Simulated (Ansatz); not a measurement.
C2H3FGe, SMILES `C#[C][GeH2][F]`, relaxed with RKS PBE-D4/def2-SVP in the Gaussian-basis code of Ansatz from a rough embedded geometry. The force threshold is 0.03 eV/Å; the program also tests the step.

Charge 0, multiplicity 1.

Start:

```xyz
7

C    -0.995    1.711    0.619
C    -0.388    0.667    0.221
Ge    0.533   -0.922   -0.352
F     0.247   -2.118    0.788
H    -1.466    2.531    0.919
H     0.021   -1.299   -1.770
H     2.048   -0.571   -0.425
```

| step | energy (eV) | largest force (eV/Å) | largest move (Å) |
| --- | --- | --- | --- |
| 1 | -61331.5489 | 6.571 | 0.000 |
| 2 | -61331.9335 | 0.994 | 0.061 |
| 3 | -61331.9686 | 0.197 | 0.024 |
| 4 | -61331.9700 | 0.018 | 0.007 |

End:

```xyz
7

C    -0.978    1.685    0.602
C    -0.382    0.682    0.219
Ge    0.554   -0.856   -0.394
F     0.253   -2.141    0.769
H    -1.506    2.567    0.942
H    -0.018   -1.335   -1.747
H     2.077   -0.601   -0.391
```

It took 4.7 s on 2 threads of a server CPU on a shared host, with 0.14 GiB of host memory at the peak.
